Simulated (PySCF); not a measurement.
**Telling isomers of C₇H₅NO apart by NMR**

Calculated, not measured (PySCF 2.14.0 with density-fitted response routines): GIAO PBE0/pcSseg-1 shieldings, geometry: GFN2-xTB. Gas phase, equivalent nuclei averaged, one computed conformer, relativity neglected.

Chemical shifts δ = σref − σ; 1H and 13C vs TMS, all at this level. Where no couplings were computed, multiplicities follow the n + 1 count of equivalent neighbours, and m marks all less simple cases (inequivalent or close neighbours, rings, F or P nearby). Shifts are as computed. Against solution values, carbons near 30 ppm lie about +3 ppm off and those near 130 ppm about +5 ppm. Of 1211 compounds with measured shifts, 218 miss one by over three times the rms of a fit or turn the order of signals round; such compounds aren't used in these exercises. OH and NH positions are gas-phase values without hydrogen bonding to other molecules.

(1) Tabulate the signals of `c1ccc2ocnc2c1`, `N#Cc1ccc(O)cc1`, `c1ccc2oncc2c1` and their relative energies.

(2) What is the quickest way to tell N#Cc1ccc(O)cc1 from c1ccc2oncc2c1?

(3) What is the quickest way to tell c1ccc2ocnc2c1 from N#Cc1ccc(O)cc1?

(4) What is the quickest way to tell c1ccc2ocnc2c1 from c1ccc2oncc2c1?

Answers

(1) 
```tsv
SMILES	carbon types	δC	δH	E rel. (kcal/mol)
c1ccc2ocnc2c1	2×C 5×CH	157.3, 156.6, 147.6, 129.7, 129.4, 126.9, 115.8	8.27 (d, 1H), 7.91 (s, 1H), 7.85 (m, 1H), 7.75 (m, 1H), 7.73 (m, 1H)	0.0
N#Cc1ccc(O)cc1	3×C 4×CH	166.3, 142.0, 124.3, 119.7, 108.7	7.88 (d, 2H), 7.02 (d, 2H), 4.72 (br s, 1H)	8.5
c1ccc2oncc2c1	2×C 5×CH	170.6, 149.6, 133.4, 129.2, 128.3, 126.9, 115.0	8.72 (m, 1H), 8.09 (d, 1H), 7.95 (m, 1H), 7.85 (m, 1H), 7.65 (m, 1H)	26.7
```

Energies are electronic energies at PBE0/pcSseg-1 on these geometries, without zero-point or thermal terms, each for the one conformer computed, which needn't be the lowest.

(2) Count the carbon signals: 5 against 7. The first has a substituted aromatic carbon (C) at 108.7 ppm, the second an aromatic CH at 128.3 ppm. Their most deshielded carbons lie at 166.3 and 170.6 ppm. In the proton spectra the most deshielded non-exchanging signals are 7.88 (d, 2H) and 8.72 (m, 1H).

(3) Count the carbon signals: 7 against 5. The first has a ring-fusion aromatic carbon (C) at 147.6 ppm, the second a substituted aromatic carbon (C) at 108.7 ppm. Their most deshielded carbons lie at 157.3 and 166.3 ppm.

(4) Both give the same number of carbon signals, with the same numbers of each carbon type, so the positions decide. The first has a ring-fusion aromatic carbon (C) at 147.6 ppm, the second a ring-fusion aromatic carbon (C) at 129.2 ppm. Their most deshielded carbons lie at 157.3 and 170.6 ppm. In the proton spectra the most deshielded non-exchanging signals are 8.27 (d, 1H) and 8.72 (m, 1H).
